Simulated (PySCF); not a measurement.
In(H)(Et)(NH2) (C2H8InN), SMILES [CH2](C)[InH][NH2].

Geometry optimised at PBE0-D3(BJ)/def2-SVP. The structure was generated by enumeration; whether it is a known compound was not checked. The def2 effective core potentials stand for the cores of In; spin–orbit coupling is left out. The values are those of a single conformer.

Calculation: C-PCM-ωB97X/def2-SVP (PySCF).

The values are the electrostatic part of the solvation free energy, E(continuum) − E(gas) at the gas-phase geometry, in a cavity of scaled van der Waals radii (PySCF's table); cavitation and dispersion terms are not included. A continuum can't describe solvent molecules that bind to the metal. In vacuum the orbital gap is 10.13 eV. The dipole moment in vacuum is 0.56 D.

| solvent | ε | ΔG(elec) (kcal/mol) | dipole (D) | gap (eV) |
|---|---|---|---|---|
| water | 78.36 | -3.6 | 0.71 | 10.43 |
| methanol | 32.61 | -3.5 | 0.71 | 10.43 |
| chlorobenzene | 5.70 | -2.9 | 0.68 | 10.38 |
